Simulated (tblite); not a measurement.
A geometry optimisation, step by step.

C7H10NS (charge +1).
Numbering: `[CH2:1]=[CH:2][c:3]1[cH:4][s:5][c:6]([CH3:7])[n+:8]1[CH3:9]` (hydrogens: H10, H11 on C1; H12 on C2; H13 on C4; H14, H15, H16 on C7; H17, H18, H19 on C9)
Bond orders are those of one Lewis drawing.

Computed with GFN2-xTB (tblite), gas phase: L-BFGS steps from a force-field or distance-geometry start until the largest atomic force falls under 0.01 eV/Å. 3 of its 97 geometries are shown.

Step 0: E = -701.7110 eV, largest atomic force 5.165 eV/Å
```
atom  x, y, z in Å  |  force x, y, z in eV/Å
C1      3.125   -0.752   -0.229    0.218  -0.098  -0.455
C2      1.900   -0.507   -0.678   -0.188   0.167   1.785
C3      0.822   -0.159    0.301    4.337  -0.917  -0.117
C4      1.116   -0.080    1.619   -2.803   0.752   1.755
S5     -0.481    0.376    2.505    0.954  -0.561  -3.558
C6     -1.322    0.399    0.833    1.662   0.010   2.359
C7     -2.757    0.722    0.644   -0.052   0.210   0.110
N8     -0.393    0.093   -0.078   -4.782   0.830  -1.767
C9     -0.822    0.032   -1.512   -0.069   0.292   0.994
H10     3.876   -1.005   -0.952    0.276  -0.058   0.035
H11     3.426   -0.717    0.801    0.043  -0.011  -0.112
H12     1.719   -0.581   -1.714   -0.370   0.094  -0.677
H13     2.021   -0.241    2.187   -0.570   0.122  -0.215
H14    -3.363   -0.210    0.695    0.290   0.556   0.260
H15    -3.110    1.457    1.428    0.372  -0.970  -0.862
H16    -2.949    1.136   -0.366    0.147   0.039   0.682
H17    -0.627    1.022   -1.979    0.067  -0.817   0.109
H18    -1.905   -0.173   -1.549    0.593   0.021  -0.076
H19    -0.286   -0.803   -1.963   -0.126   0.337  -0.249
```

Step 48: E = -702.7918 eV, largest atomic force 0.048 eV/Å
```
atom  x, y, z in Å  |  force x, y, z in eV/Å
C1      3.168   -0.777   -0.271   -0.008  -0.004   0.008
C2      1.934   -0.438   -0.633    0.011  -0.008   0.006
C3      0.862   -0.147    0.301    0.026   0.003   0.000
C4      0.976    0.011    1.651   -0.010   0.009  -0.009
S5     -0.514    0.450    2.372    0.026  -0.003   0.008
C6     -1.277    0.411    0.852   -0.007   0.004   0.008
C7     -2.703    0.748    0.673   -0.045  -0.001  -0.008
N8     -0.439    0.066   -0.121    0.022   0.000   0.015
C9     -0.852   -0.100   -1.495    0.007   0.003   0.005
H10     3.934   -0.954   -1.006   -0.047  -0.001   0.010
H11     3.460   -0.897    0.758    0.006  -0.008  -0.026
H12     1.695   -0.337   -1.681    0.016  -0.004   0.026
H13     1.859   -0.096    2.250   -0.028   0.021  -0.028
H14    -3.278   -0.108    0.316    0.010  -0.011   0.003
H15    -3.128    1.063    1.623    0.003  -0.009   0.001
H16    -2.830    1.559   -0.046    0.013  -0.011   0.000
H17    -0.528    0.751   -2.097    0.003  -0.003  -0.002
H18    -1.933   -0.182   -1.554    0.002   0.019  -0.005
H19    -0.414   -1.012   -1.900   -0.003   0.005  -0.011
```

Step 96: E = -702.7994 eV, largest atomic force 0.010 eV/Å
```
atom  x, y, z in Å  |  force x, y, z in eV/Å
C1      3.134   -0.862   -0.266    0.003  -0.001   0.000
C2      1.939   -0.411   -0.634   -0.005  -0.002   0.001
C3      0.876   -0.075    0.294   -0.004  -0.008   0.003
C4      0.998    0.120    1.638   -0.001   0.000   0.003
S5     -0.499    0.521    2.364   -0.007   0.000   0.002
C6     -1.276    0.422    0.853    0.000   0.003   0.000
C7     -2.723    0.670    0.688    0.004   0.000   0.001
N8     -0.431    0.103   -0.123   -0.002   0.006   0.000
C9     -0.830   -0.056   -1.502    0.001   0.000   0.003
H10     3.888   -1.084   -1.000    0.002   0.000  -0.002
H11     3.401   -1.037    0.761    0.003  -0.002   0.001
H12     1.722   -0.273   -1.682    0.000   0.010   0.000
H13     1.890    0.061    2.227    0.008   0.001  -0.002
H14    -3.234   -0.212    0.299   -0.003   0.002   0.002
H15    -3.164    0.919    1.650   -0.002   0.002  -0.001
H16    -2.907    1.498    0.002    0.000  -0.003   0.000
H17    -0.396    0.738   -2.111    0.004  -0.002  -0.005
H18    -1.911   -0.011   -1.590   -0.005  -0.003  -0.001
H19    -0.487   -1.021   -1.876    0.004  -0.003  -0.004
```

Problem. Summarise the path.

Solution. The energy falls by 105.02 kJ/mol from step 0 to step 96; nine tenths of that is first reached at step 6. It falls at every step. The largest force goes from 5.165 to 0.010 eV/Å. Among the bonds C4–S5 changes most, from 1.882 to 1.711 Å; the atoms move by 0.284 Å rms after alignment.

Problem. Follow the three bonds and two angles with the largest change from start to end.

Solution. 
```
step  E above end (kJ/mol)  largest force (eV/Å)  C4–S5 (Å)  S5–C6 (Å)  C3–N8 (Å)  C2–C3–C4 (°)  C4–C3–N8 (°)
   0                105.02                 5.165      1.882      1.872      1.297         119.6         118.5
   4                 15.33                 0.713      1.706      1.705      1.368         124.8         112.5
   8                  7.24                 0.296      1.713      1.706      1.385         126.0         110.3
  13                  5.06                 0.152      1.711      1.700      1.383         126.1         111.4
  17                  4.43                 0.076      1.709      1.703      1.386         126.5         111.2
  21                  4.08                 0.084      1.710      1.702      1.385         126.2         111.3
  25                  3.81                 0.093      1.710      1.702      1.386         126.5         111.0
  29                  3.19                 0.144      1.709      1.703      1.385         126.2         111.1
  33                  2.31                 0.121      1.710      1.703      1.389         125.7         111.1
  38                  1.22                 0.089      1.710      1.701      1.383         126.4         111.5
  42                  0.96                 0.058      1.710      1.702      1.382         126.7         111.3
  46                  0.78                 0.037      1.711      1.702      1.384         126.8         111.3
  50                  0.68                 0.031      1.712      1.701      1.384         126.8         111.2
  54                  0.60                 0.032      1.710      1.702      1.384         126.7         111.2
  58                  0.54                 0.044      1.712      1.701      1.384         126.7         111.3
  63                  0.41                 0.047      1.710      1.703      1.384         126.9         111.2
  67                  0.26                 0.041      1.713      1.702      1.383         127.1         111.3
  71                  0.19                 0.036      1.711      1.702      1.383         127.2         111.2
  75                  0.14                 0.033      1.712      1.702      1.383         127.0         111.3
  79                  0.08                 0.024      1.712      1.702      1.383         127.0         111.3
  83                  0.04                 0.022      1.711      1.702      1.383         126.8         111.3
  88                  0.02                 0.014      1.711      1.702      1.383         126.8         111.3
  92                  0.01                 0.011      1.711      1.702      1.383         126.8         111.3
  96                  0.00                 0.010      1.711      1.702      1.383         126.7         111.3
```

What follows is the cost of the whole relaxation. Time: 0.58 s. Hardware: an Arm Neoverse V2 with one thread, shared host with 32 logical CPUs at a one-minute load of 14.
